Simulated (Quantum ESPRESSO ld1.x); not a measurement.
Results of a calculation; reference values are marked as such.
Problem. Radial electron density D(r) = 4 pi r^2 rho(r) of an atom or ion with 51 electrons. Code: ld1.x of Quantum ESPRESSO 7.5. Model: scalar-relativistic Kohn-Sham, LDA (Slater exchange, Perdew-Zunger correlation), spin-polarised, spherical densities, point nucleus.

r (bohr),D(r) (e/bohr),spin D(r)
0.001037,4.106,-0.00000897
0.001362,6.387,-0.0000140
0.001773,9.689,-0.0000214
0.002327,14.64,-0.0000326
0.00303,21.40,-0.0000486
0.003946,30.46,-0.0000720
0.005179,42.24,-0.000108
0.006744,55.43,-0.000161
0.008852,69.04,-0.000255
0.01153,79.39,-0.000423
0.01501,83.83,-0.000749
0.0197,81.11,-0.00139
0.02565,75.29,-0.00248
0.03367,75.27,-0.00411
0.04384,87.71,-0.00572
0.05709,105.7,-0.00618
0.07493,110.2,-0.00339
0.09757,94.65,0.00858
0.1281,83.45,0.0613
0.1668,93.79,0.251
0.2172,93.37,0.771
0.285,60.26,1.84
0.3712,38.91,3.28
0.4872,44.79,4.42
0.6344,39.35,4.29
0.826,20.22,2.95
1.084,7.455,1.31
1.412,2.391,0.338
1.853,0.3943,0.0357
2.413,0.02297,0.00129
3.142,0.0003149,0.0000103

What is the nuclear charge?

Solution. Z = 63. The innermost maximum, from 1s, lies near gamma/Z bohr with gamma = sqrt(1 - (Z/c)^2) = 0.888, here 0.0141 bohr (found: 0.0155), and its height grows with Z. The density is that of the europium ion Eu12+ in [Kr] 4d10 4f3 5s2; the configuration itself is not fixed sharply by these data, and Z only to a few units. D(r) has 4 maxima, at r = 0.0155, 0.0692, 0.191, 0.524 bohr, and minima at 0.0296, 0.127, 0.383 bohr, inside which lie 1.94, 11.21, 29.27 electrons.
